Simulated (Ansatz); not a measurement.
# GeH2O (germanone): the vertical energy of the triplet above the singlet, rung by rung

The species is GeH2O (4 atoms), meant as a singlet with charge 0. As SMILES, `[O]=[GeH2]`. The shape comes from GFN2-xTB, which is rough for such elements, and wasn't checked as a minimum.

```xyz
4

O    -0.0573   -0.9394    1.3060
Ge   -0.0012   -0.0206    0.0286
H    -1.1122    0.0703   -1.0116
H     1.1707    0.8897   -0.3230
```

Quantity: the vertical energy of the triplet above the singlet, in eV. The values are calculated.

```json
{"level": "HF/STO-3G", "kind": "Hartree–Fock", "program": "Ansatz", "value (eV)": "0.93", "less FCI/STO-3G": "-2.03", "CPU time (all runs)": "0.52 s"}
{"level": "revPBE/STO-3G", "kind": "GGA", "program": "Ansatz", "value (eV)": "2.19", "less FCI/STO-3G": "-0.77", "CPU time (all runs)": "3.8 s"}
{"level": "r2SCAN/STO-3G", "kind": "meta-GGA", "program": "Ansatz", "value (eV)": "2.17", "less FCI/STO-3G": "-0.79", "CPU time (all runs)": "9.2 s"}
{"level": "r2SCAN0/STO-3G", "kind": "hybrid meta-GGA", "program": "Ansatz", "value (eV)": "2.10", "less FCI/STO-3G": "-0.86", "CPU time (all runs)": "10 s"}
{"level": "CAM-B3LYP/STO-3G", "kind": "range-separated hybrid", "program": "Ansatz", "value (eV)": "2.17", "less FCI/STO-3G": "-0.79", "CPU time (all runs)": "4.1 s"}
{"level": "wB97X/STO-3G", "kind": "range-separated hybrid", "program": "Ansatz", "value (eV)": "2.12", "less FCI/STO-3G": "-0.84", "CPU time (all runs)": "17 s"}
{"level": "B2PLYP/STO-3G", "kind": "double hybrid", "program": "Ansatz", "value (eV)": "2.63", "less FCI/STO-3G": "-0.33", "CPU time (all runs)": "4.5 s"}
{"level": "MP2/STO-3G", "kind": "perturbation theory", "program": "Ansatz", "value (eV)": "2.97", "less FCI/STO-3G": "+0.01", "CPU time (all runs)": "0.59 s"}
{"level": "CCSDT(Q)/STO-3G", "kind": "coupled cluster or CI", "program": "Ansatz", "value (eV)": "2.96", "less FCI/STO-3G": "0.00", "CPU time (all runs)": "3.4 s"}
{"level": "FCI/STO-3G", "kind": "exact in the basis", "program": "Ansatz", "value (eV)": "2.96", "less FCI/STO-3G": "0.00", "CPU time (all runs)": "17 s"}
```

FCI/STO-3G is exact within its basis and frozen core, so for wave-function methods in that basis the difference is their error; functionals converge differently with the basis, so for them it is only a difference. All-electron rows without a relativistic Hamiltonian named are non-relativistic. The values span 0.93 to 2.97 eV. All rows use very small basis sets, so even the best lies far from the true value. In the correlated wave-function rows the outer d shell of Ge is correlated, in sets not made for it. CPU times are rough (shared hosts, several kinds of processor): they show what a rung costs within a factor of a few.
